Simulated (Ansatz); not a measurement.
The same path of C$_{2}$H$_{10}$AsNSi (15 atoms, charge 0, multiplicity 1) was run twice with different band settings. The coordinate that changes most is the dihedral H6–C1–Si2–N3.

The calculation used RKS B3LYP-D4/def2-SVP (Ansatz 0.2.0).

Relaxed end points:

```xyz
15
Properties=species:S:1:pos:R:3
C -1.602 0.749 1.267
Si -0.201 1.038 0.044
N 0.407 -0.486 -0.574
C 0.545 -1.643 0.307
As 1.458 -0.555 -2.121
H -2.394 0.123 0.824
H -1.252 0.264 2.191
H -2.050 1.717 1.549
H -0.680 1.831 -1.125
H 0.867 1.845 0.723
H -0.361 -1.771 0.923
H 1.409 -1.581 1.000
H 0.665 -2.569 -0.281
H 0.644 0.470 -2.916
H 2.521 0.516 -1.782
```

```xyz
15
Properties=species:S:1:pos:R:3
C -1.492 0.750 1.394
Si -0.063 1.037 0.204
N 0.342 -0.442 -0.644
C 0.343 -1.723 0.060
As 1.357 -0.419 -2.217
H -1.211 0.085 2.225
H -1.810 1.711 1.832
H -2.358 0.309 0.874
H -0.435 2.050 -0.827
H 1.100 1.591 0.975
H -0.562 -1.824 0.682
H 1.218 -1.870 0.726
H 0.334 -2.562 -0.656
H 0.668 0.800 -2.840
H 2.547 0.457 -1.761
```

Common settings: spring 5.0 eV/Å²; optimiser quadratic models (default); start path IDPP; force threshold 0.03 eV/Å; end points relaxed.

| run | movable images | climbing image | iteration limit |
| --- | --- | --- | --- |
| 1 | 9 | yes | 32 |
| 2 | 1 | no | 60 |

Question: What does each run give, and how far can it be trusted?

Answer: Run 1: converged after 11 iterations, highest image 0.072 eV above the first end. A vibrational analysis at the climbing image gives one clearly imaginary mode, 167i cm⁻¹: a first-order saddle point.
Run 2: converged after 6 iterations, highest image 0.075 eV above the first end. No image climbed, so the highest image needn't sit at the top of the path. So few images can step over the top or miss a turn of the path.
